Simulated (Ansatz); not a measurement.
Species: H4BSi, SMILES `B[SiH2]` (charge 0, multiplicity 2), formula H4BSi.

Problem. How many basis functions does Ansatz (a quantum-chemistry and plane-wave program) with frozen-core CCSD(T)/def2-TZVPP // B3LYP-D3(BJ)/def2-TZVP use, how many core orbitals are frozen, and how many electrons are correlated?

Solution. 129 basis functions and 6 frozen orbitals, which leaves 11 correlated electrons. Core time is of the order of seconds.
